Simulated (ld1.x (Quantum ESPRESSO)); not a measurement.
**Configuration tests for aluminium (TM)**

Al (Z = 13), norm-conserving Troullier–Martins (Kleinman–Bylander form), made with ld1.x (Quantum ESPRESSO) 7.5 (LDA (PZ), scalar-relativistic). Core [Ne], reference 3s2 3p0.75 (charge +0.25). Waves: 3s (bound): rc 1.60 bohr; 3p (bound): rc 1.90 bohr. Local part: all-electron potential smoothed inside 1.45 bohr (lloc = -1). Core correction: Bessel-smoothed model core inside 1.55 bohr.

Energies are relative to the spin-unpolarised reference configuration 3s2 3p0.75; without spin polarisation the order of configurations can differ from experiment. Spin-polarised rows fill each open shell by Hund’s rule, majority spin first.

| valence configuration | charge | ΔE all-electron (eV) | error AE − PS (meV) |
| --- | --- | --- | --- |
| 3s2 3p0 | +1 | 4.972 | +2.2 |
| 3s1 3p0 | +2 | 24.349 | +23 |
| 3s1 3p1 | +1 | 10.791 | +4.3 |
| 3s2 3p1.3 | -0.3 | -1.473 | +0.5 |
| 3s1 3p2 | 0 | 4.280 | -1.5 |
| 3s0 3p3 | 0 | 9.630 | -6.4 |
| 3s2 3p0.75 (spin-polarised) | +0.25 | -0.085 | +0.5 |
| 3s2 3p1 (spin-polarised) | 0 | -1.011 | +1.0 |

(1) What are ΔE and the potential's error for 3s2 3p1?

Results:

(1) ΔE = -0.875 eV all-electron; the error (AE − PS) is +0.1 meV.
